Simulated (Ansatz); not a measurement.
Reactions of C2H5BrSn, SMILES `C=[CH][SnH2][Br]`.

Computed with Ansatz on PBE0-D4/def2-TZVP structures; ΔE is electronic, products minus reactants. CCSD(T)/CBS is the MP2 limit (def2-TZVPP, def2-QZVPP) plus CCSD(T) − MP2 in def2-TZVPP, frozen cores. This one scheme is used for every species, atoms too. Double bonds are as drawn, so ΔE can hold a change between cis and trans. Functionals use def2-TZVPP. No spin–orbit coupling; open shells (•) take unrestricted orbitals. Spin–orbit coupling would lower the free atoms: a little for C; clearly for Br; strongly for Sn. Elements past krypton have def2 core potentials. For Br, Ge, In, Sn outer-core shells are correlated without core-valence functions, so the limit isn't a true one: a few kJ/mol of doubt a bond, and 10 to 20 or more in all where bonds break to atoms. Scalar relativity is left out up to krypton. Each species was taken in one conformer, which may not be the lowest.

| reaction | PBE0-D4 (kJ/mol) |
| --- | --- |
| `C=[CH][SnH2][Br]` + `CO/C=C/F` → `C[O][SnH2][Br]` + `C=C/C=C\F` | -92 |
| `C=[CH][SnH2][Br]` + H–F → `[F][SnH2][Br]` + `C=C` | -63 |
| `C=[CH][SnH2][Br]` + HBr → `[Br][SnH2][Br]` + `C=C` | -117 |
| `C=[CH][SnH2][Br]` + `C=C` → `C=[CH][SnH2][CH]=C` + HBr | 132 |
| `C=[CH][SnH2][Br]` → Br• + 2 C• + 5 H• + Sn• | 2984 |
| `C=[CH][SnH2][Br]` + `CNCF` → `F[CH2][SnH2][Br]` + `C=CNC` | 28 |
| `C=[CH][SnH2][Br]` + `[Cl][InH][Cl]` → `[Br][SnH3]` + `C=[CH][In]([Cl])[Cl]` | -3 |
| `C=[CH][SnH2][Br]` + H–F → `C=[CH][SnH2][F]` + HBr | 58 |
| `C=[CH][SnH2][Br]` + CH₃SH → `C=CCS` + `[Br][SnH3]` | 14 |
| `C=[CH][SnH2][Br]` + `C=[CH][GeH3]` → `C=[CH][SnH2][CH]=C` + `[GeH3][Br]` | 38 |

**Question.** Give the CCSD(T)/CBS values in the same order. (Estimate.)

**Answer.** Ansatz gave: -97, -60, -114, 131, 3005, 41, -1, 58, 24, 41 kJ/mol.

Largest T1 diagnostic: 0.013, for `C=[CH][SnH2][F]`.
